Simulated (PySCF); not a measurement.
## How methods differ on the excitation energy of W²⁺

W²⁺ [Xe] 4f14 5d4 (5D) → W²⁺ [Xe] 4f14 5d3 6p1 (high-spin determinant), as a difference of total energies. Computed with PySCF 2.14 in aug-cc-pVQZ-PP with ECP60MDF (7s7p6d4f3g2h, 135 functions), with scalar relativity through the core potential. Correlated levels: valence: 5s2 5p6 frozen. The calculations carry no spin-orbit coupling.

| method | excitation energy (eV) |
| --- | --- |
| UHF | 7.752 |
| LDA | 7.902 |
| PBE | 7.806 |
| PBE0 | 7.944 |
| r2SCAN | 7.805 |
| MN15 | 7.963 |
| BHandHLYP | 7.908 |
| TPSSh | 7.752 |
| MP2 (valence) | 7.951 |
| SCS-MP2 (valence) | 7.818 |

Q: How much does correlation contribute at MP2 (valence)?

A: 7.951 − (7.752) = 0.199 eV, measured against UHF.

The determinant of the upper state mixes LS terms, which raises its energy above the lowest term, most at the Hartree-Fock and MP2 levels.
